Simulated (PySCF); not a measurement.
**C₆ coefficients of unlike pairs at PBE**

Calculated with PySCF 2.14 from the dipole response of each species, C₆(A,B) = (3/π) ∫ α_A(iu) α_B(iu) du, in atomic units, from isotropic polarisabilities. For ions this is the dispersion term alone; charge-induced terms of lower order in 1/R come first.

```json
{"species": "Sc⁺", "configuration": "[Ar] 3d1 4s1 (3D)", "basis": "aug-cc-pVDZ-DK (7s6p4d2f)", "relativity": "spin-free X2C", "α (bohr³)": "57.87", "C₆ (like pair)": "383.3"}
{"species": "Be⁺", "configuration": "[He] 2s1 (2S)", "basis": "aug-cc-pV5Z (7s6p5d4f3g2h)", "relativity": "none", "α (bohr³)": "21.57", "C₆ (like pair)": "57.47"}
{"species": "Ge", "configuration": "[Ar] 3d10 4s2 4p2 (3P)", "basis": "aug-cc-pVTZ-PP with ECP10MDF (6s5p4d2f)", "relativity": "core potential", "α (bohr³)": "46.07", "C₆ (like pair)": "402.9"}
{"species": "Os²⁺", "configuration": "[Xe] 4f14 5d6 (5D)", "basis": "aug-cc-pwCVTZ-PP with ECP60MDF (8s8p7d4f3g)", "relativity": "core potential", "α (bohr³)": "11.71", "C₆ (like pair)": "74.51"}
```

(1) Estimate C₆ for Os²⁺ with Be⁺.

No spin-orbit coupling is included.

The other pairs:

```
     pair     C₆
 Be⁺, Sc⁺  148.1
  Ge, Sc⁺  382.7
 Os²⁺, Ge  153.4
  Ge, Be⁺  148.3
Os²⁺, Sc⁺  135.5
```

Results:

(1) The integral gives 51.12. The combination rule 2 C_A C_B / (C_A α_B/α_A + C_B α_A/α_B) gives 50.85 and the geometric mean 65.44.
